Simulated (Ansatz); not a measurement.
This geometry of CH7NOSi (11 atoms, charge 0, multiplicity 1) is a first-order saddle point.

These are results of Ansatz, RKS PBE0/def2-mTZVP, not measurements.

```xyz
11
Properties=species:S:1:pos:R:3
C -1.165 0.899 0.295
Si -0.040 -0.573 0.086
N 1.603 -0.064 0.164
O -0.381 -1.303 -1.368
H -2.205 0.619 0.110
H -1.104 1.316 1.303
H -0.917 1.692 -0.417
H -0.280 -1.598 1.139
H 2.332 -0.630 0.570
H 1.865 0.908 0.122
H 0.358 -1.323 -1.983
```

Question: Which two structures does it join? (They come from a converged band through this point; their orientation in space is the band's.)

Answer: No bond is made or broken. The dihedral H8–Si2–O4–H11 goes from -167 to -63°.

First end point:

```xyz
11
Properties=species:S:1:pos:R:3
C -1.135 0.887 0.240
Si -0.010 -0.600 0.128
N 1.609 -0.005 0.147
O -0.246 -1.508 -1.240
H -2.177 0.587 0.111
H -1.055 1.382 1.212
H -0.906 1.627 -0.533
H -0.327 -1.575 1.207
H 2.395 -0.630 0.253
H 1.816 0.900 0.544
H 0.101 -1.121 -2.050
```

Last end point:

```xyz
11
Properties=species:S:1:pos:R:3
C -1.208 0.909 0.317
Si -0.008 -0.487 0.050
N 1.611 0.015 0.337
O -0.329 -0.990 -1.504
H -2.231 0.595 0.100
H -1.170 1.267 1.348
H -0.981 1.754 -0.340
H -0.204 -1.618 1.000
H 2.301 -0.615 0.717
H 2.041 0.789 -0.146
H 0.243 -1.676 -1.858
```

Question: How far does it lie above each of them?

Answer: 0.027 eV above the first and 0.040 eV above the second. This is the barrier of this one path; another mechanism may lie lower.

The run took 3.3 min on 2 threads of Arm Neoverse V1 (shared host), peak memory 0.21 GiB.
